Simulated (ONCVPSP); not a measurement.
# An all-electron radial function and its pseudo partner (Si (Z = 14))

Columns: radius, all-electron u(r) and pseudo u(r) of the 3s shell (level -10.64 eV) of silicon in the configuration [Ne] 3s2 3p2; BLYP, non-relativistic, ONCV scheme, ONCVPSP 4.0.1.

```csv
r (bohr),all-electron,pseudo
0.080,0.1618,0.0115
0.160,-0.0281,0.0246
0.240,-0.2166,0.0407
0.320,-0.3212,0.0610
0.400,-0.3423,0.0864
0.480,-0.3010,0.1172
0.560,-0.2195,0.1536
0.640,-0.1157,0.1954
0.720,-0.0027,0.2420
0.800,0.1108,0.2928
0.880,0.2189,0.3467
0.960,0.3183,0.4023
1.040,0.4069,0.4581
1.120,0.4840,0.5124
1.200,0.5494,0.5634
1.280,0.6037,0.6095
1.360,0.6474,0.6493
1.440,0.6815,0.6819
1.520,0.7068,0.7068
1.600,0.7242,0.7242
1.680,0.7344,0.7344
1.760,0.7384,0.7384
1.840,0.7369,0.7369
1.920,0.7307,0.7307
2.000,0.7206,0.7206
2.080,0.7071,0.7071
```

Problem. How many radial nodes do the two functions have?

Solution. The all-electron 3s function has n − l − 1 = 2; the pseudo-wave has 0, since the states of the same l below it are removed with the core.

Problem. At about which radius was the pseudo-wave matched?

Solution. 1.60 bohr. The columns agree to 0.0005 from 1.44 bohr on; several derivatives are matched, so the curves merge somewhat inside the radius.

Problem. Where does each function peak?

Solution. Outermost all-electron maximum near 1.76 bohr, pseudo maximum near 1.76 bohr (to the table’s step).

Problem. Is the pseudo-wave norm-conserving?

Solution. Yes: the ONCV scheme keeps the norm inside the radius equal to the all-electron one, which fixes the energy derivative of the logarithmic derivative at the level.
